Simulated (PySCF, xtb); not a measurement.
CH6OSiTe, SMILES CO[Te][SiH3].

xtb with GFN2-xTB at its own geometry gives an orbital gap of 3.28 eV and a dipole moment of 2.07 D.

Coordinates come from a PBE0-D3(BJ)/def2-SVP optimisation. The structure was generated by enumeration, and PubChem lists no compound with its InChIKey, so it may never have been made. The def2 effective core potentials stand for the cores of Te; spin–orbit coupling is left out. Other conformers were not sampled.

**Question.** What does CAM-B3LYP/def2-TZVP (PySCF) give? (An estimate is asked for; the answer gives what the named calculation found.)

**Answer.** gap 6.70 eV (levels -7.67 and -0.97 eV), dipole 1.43 D.
